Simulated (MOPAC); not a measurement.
Input file for MOPAC: PM3 on CH10Si2 (a complex).

```
PM3 1SCF PRECISE CHARGE=0 THREADS=1
CH10Si2

C      0.05535167 1    -0.12600641 1     0.04638941 1
H     -0.37250102 1    -1.04826816 1     0.43674512 1
H     -0.53475486 1     0.72179821 1     0.39153250 1
H      1.07997198 1    -0.02251147 1     0.39980190 1
H      0.04670512 1    -0.15459481 1    -1.04226216 1
Si     1.05887991 1     0.45347875 1     4.16453342 1
Si    -1.12660574 1    -0.29619387 1     3.76817541 1
H      1.78718792 1    -0.52480547 1     5.00905104 1
H      1.02944909 1     1.75722643 1     4.87169384 1
H      1.79857404 1     0.62267042 1     2.89152055 1
H     -1.10975219 1    -1.60765492 1     3.07706994 1
H     -1.86694586 1     0.67584700 1     2.92875420 1
H     -1.84534063 1    -0.45123759 1     5.05689652 1
```

Output:

```
*******************************************************************************
 **                                                                           **
 **                              MOPAC v23.2.5                                **
 **                                                                           **
 *******************************************************************************
 ** MOPAC's Digital Object Identifier: https://doi.org/10.5281/zenodo.6511958 **
 **                                                                           **
 ** Please cite the open-source release paper for use of this MOPAC version:  **
 ** J. E. Moussa and J. J. P. Stewart (2026)                                  **
 ** MOPAC: An open-source semiempirical molecular orbital program             **
 ** J. Open Source Softw., 11(119), 8025, https://doi.org/10.21105/joss.08025 **
 *******************************************************************************

                              PM3 CALCULATION RESULTS

 *******************************************************************************
 *  PM3        - The PM3 Hamiltonian to be used
 *
 *
 *
 *                 CHARGE ON SYSTEM = 0
 *
 *
 *
 *  PRECISE    - TIGHTER CRITERIA TO BE USED
 *  1SCF       - DO 1 SCF AND THEN STOP
 *  THREADS=1  - MULTI-THREADING NOT USED
 *  T=         - A TIME OF 172800.0 SECONDS REQUESTED
 *  DUMP=N     - RESTART FILE WRITTEN EVERY 7200.0 SECONDS REQUESTED
 *******************************************************************************
PM3 1SCF PRECISE CHARGE=0 THREADS=1
 CH10Si2

   ATOM   CHEMICAL          X               Y               Z
  NUMBER   SYMBOL      (ANGSTROMS)     (ANGSTROMS)     (ANGSTROMS)

     1       C          0.05535167  *  -0.12600641  *   0.04638941  *
     2       H         -0.37250102  *  -1.04826816  *   0.43674512  *
     3       H         -0.53475486  *   0.72179821  *   0.39153250  *
     4       H          1.07997198  *  -0.02251147  *   0.39980190  *
     5       H          0.04670512  *  -0.15459481  *  -1.04226216  *
     6      Si          1.05887991  *   0.45347875  *   4.16453342  *
     7      Si         -1.12660574  *  -0.29619387  *   3.76817541  *
     8       H          1.78718792  *  -0.52480547  *   5.00905104  *
     9       H          1.02944909  *   1.75722643  *   4.87169384  *
    10       H          1.79857404  *   0.62267042  *   2.89152055  *
    11       H         -1.10975219  *  -1.60765492  *   3.07706994  *
    12       H         -1.86694586  *   0.67584700  *   2.92875420  *
    13       H         -1.84534063  *  -0.45123759  *   5.05689652  *



          CARTESIAN COORDINATES

    NO.       ATOM           X           Y           Z

     1         C          0.0554     -0.1260      0.0464
     2         H         -0.3725     -1.0483      0.4367
     3         H         -0.5348      0.7218      0.3915
     4         H          1.0800     -0.0225      0.3998
     5         H          0.0467     -0.1546     -1.0423
     6        Si          1.0589      0.4535      4.1645
     7        Si         -1.1266     -0.2962      3.7682
     8         H          1.7872     -0.5248      5.0091
     9         H          1.0294      1.7572      4.8717
    10         H          1.7986      0.6227      2.8915
    11         H         -1.1098     -1.6077      3.0771
    12         H         -1.8669      0.6758      2.9288
    13         H         -1.8453     -0.4512      5.0569

  H: (PM3): J. J. P. STEWART, J. COMP. CHEM. 10, 209 (1989).
  C: (PM3): J. J. P. STEWART, J. COMP. CHEM. 10, 209 (1989).
 Si: (PM3): J. J. P. STEWART, J. COMP. CHEM. 10, 209 (1989).

           Empirical Formula: C H10 Si2  =    13 atoms



      MOLECULAR POINT GROUP   :   C1


      RHF CALCULATION, NO. OF DOUBLY OCCUPIED LEVELS = 11


 -------------------------------------------------------------------------------
 PM3 1SCF PRECISE CHARGE=0 THREADS=1
 CH10Si2



     1SCF WAS SPECIFIED, SO BFGS WAS NOT USED
     SCF FIELD WAS ACHIEVED


                              PM3 CALCULATION
                                                       MOPAC v23.2.5 Linux




          FINAL HEAT OF FORMATION =          4.89057 KCAL/MOL =      20.46216 KJ/MOL


          COSMO AREA              =        155.36 SQUARE ANGSTROMS
          COSMO VOLUME            =        152.89 CUBIC ANGSTROMS

          IONIZATION POTENTIAL    =         10.030181 EV
          HOMO LUMO ENERGIES (EV) =        -10.030 -1.311
          NO. OF FILLED LEVELS    =         11
          MOLECULAR WEIGHT        =         78.2610         POINT GROUP:  C1

          MOLECULAR DIMENSIONS (Angstroms)

            Atom       Atom       Distance
            H    13    H     5     6.39277
            H     9    H    11     4.27405
            H     8    H    12     3.97486


          SCF CALCULATIONS        =          1





   ATOM   CHEMICAL          X               Y               Z
  NUMBER   SYMBOL      (ANGSTROMS)     (ANGSTROMS)     (ANGSTROMS)

     1       C          0.05535167  *  -0.12600641  *   0.04638941  *
     2       H         -0.37250102  *  -1.04826816  *   0.43674512  *
     3       H         -0.53475486  *   0.72179821  *   0.39153250  *
     4       H          1.07997198  *  -0.02251147  *   0.39980190  *
     5       H          0.04670512  *  -0.15459481  *  -1.04226216  *
     6      Si          1.05887991  *   0.45347875  *   4.16453342  *
     7      Si         -1.12660574  *  -0.29619387  *   3.76817541  *
     8       H          1.78718792  *  -0.52480547  *   5.00905104  *
     9       H          1.02944909  *   1.75722643  *   4.87169384  *
    10       H          1.79857404  *   0.62267042  *   2.89152055  *
    11       H         -1.10975219  *  -1.60765492  *   3.07706994  *
    12       H         -1.86694586  *   0.67584700  *   2.92875420  *
    13       H         -1.84534063  *  -0.45123759  *   5.05689652  *

                             CARTESIAN COORDINATES

   1    C        0.055351670    -0.126006410     0.046389410
   2    H       -0.372501020    -1.048268160     0.436745120
   3    H       -0.534754860     0.721798210     0.391532500
   4    H        1.079971980    -0.022511470     0.399801900
   5    H        0.046705120    -0.154594810    -1.042262160
   6   Si        1.058879910     0.453478750     4.164533420
   7   Si       -1.126605740    -0.296193870     3.768175410
   8    H        1.787187920    -0.524805470     5.009051040
   9    H        1.029449090     1.757226430     4.871693840
  10    H        1.798574040     0.622670420     2.891520550
  11    H       -1.109752190    -1.607654920     3.077069940
  12    H       -1.866945860     0.675847000     2.928754200
  13    H       -1.845340630    -0.451237590     5.056896520


           Empirical Formula: C H10 Si2  =    13 atoms



      MOLECULAR POINT GROUP   :   C1


                  EIGENVALUES
 -29.77515 -16.79721 -15.68907 -13.68911 -13.56042 -13.49420 -12.76661 -12.58308
 -10.97329 -10.93553 -10.03018  -1.31063   0.87333   1.51387   1.75467   1.75654
   2.38836   2.39052   4.39097   4.71941   4.73660   4.74579


              NET ATOMIC CHARGES AND DIPOLE CONTRIBUTIONS

  ATOM NO.   TYPE          CHARGE      No. of ELECS.   s-Pop       p-Pop
    1          C          -0.123255        4.1233     1.11526     3.00800
    2          H           0.032254        0.9677     0.96775
    3          H           0.031783        0.9682     0.96822
    4          H           0.032716        0.9673     0.96728
    5          H           0.024997        0.9750     0.97500
    6         Si           0.335921        3.6641     0.96023     2.70385
    7         Si           0.335982        3.6640     0.96071     2.70331
    8          H          -0.112232        1.1122     1.11223
    9          H          -0.112257        1.1123     1.11226
   10          H          -0.110599        1.1106     1.11060
   11          H          -0.110910        1.1109     1.11091
   12          H          -0.110868        1.1109     1.11087
   13          H          -0.113533        1.1135     1.11353
 DIPOLE           X         Y         Z       TOTAL
 POINT-CHG.     0.011     0.001     0.019     0.022
 HYBRID        -0.005     0.000     0.013     0.014
 SUM            0.006     0.002     0.031     0.032


          ATOMIC ORBITAL ELECTRON POPULATIONS

     Atom    s        px        py        pz
    1  C   1.11526   1.00534   1.00480   0.99785
    2  H   0.96775
    3  H   0.96822
    4  H   0.96728
    5  H   0.97500
    6 Si   0.96023   0.92838   0.88983   0.88565
    7 Si   0.96071   0.92940   0.88940   0.88451
    8  H   1.11223
    9  H   1.11226
   10  H   1.11060
   11  H   1.11091
   12  H   1.11087
   13  H   1.11353

 **********************
 *                    *
 * JOB ENDED NORMALLY *
 *                    *
 **********************




 == MOPAC DONE ==
```

The run finished.

Cost: about 0.03 core-seconds (a rough figure).
